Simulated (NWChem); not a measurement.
# Lowest excitation of C2H2F (+1)

```xyz
5

C      0.0000     0.0000    -1.2509
C      0.0000     0.0000     0.0175
F      0.0000     0.0000     1.2238
H      0.9580     0.0000    -1.8067
H     -0.9580     0.0000    -1.8067
```
Charge +1, spin multiplicity 1.

The numbers come from NWChem runs, not from measurements. Structure: optimised with PBE0/def2-SVP, a minimum by its harmonic frequencies.

Basis set: aug-cc-pVDZ.

The cost column gives rough processor time relative to CIS; each entry includes its own SCF.

The correlated methods keep 3 core orbitals frozen. B3LYP has NWChem's definition, with VWN1-RPA local correlation. The spin multiplicity of the parent species was assumed, not shown to be that of its ground state. The structure started from a generated list of species. Coupled-cluster values serve here as a point of comparison, not as the truth.

```json
[
 {"method": "CIS", "lowest vertical singlet excitation energy (eV)": "…", "relative cost": "1"},
 {"method": "TD-PBE", "lowest vertical singlet excitation energy (eV)": "…", "relative cost": "under 3"},
 {"method": "TD-PBE0", "lowest vertical singlet excitation energy (eV)": "…", "relative cost": "under 3"},
 {"method": "TD-B3LYP", "lowest vertical singlet excitation energy (eV)": "3.48", "relative cost": "under 3"},
 {"method": "EOM-CCSD", "lowest vertical singlet excitation energy (eV)": "3.59", "relative cost": "3"}
]
```

### Question
Complete the blanks.

### Answer

- CIS, lowest vertical singlet excitation energy (eV): 3.39
- TD-PBE, lowest vertical singlet excitation energy (eV): 3.57
- TD-PBE0, lowest vertical singlet excitation energy (eV): 3.50
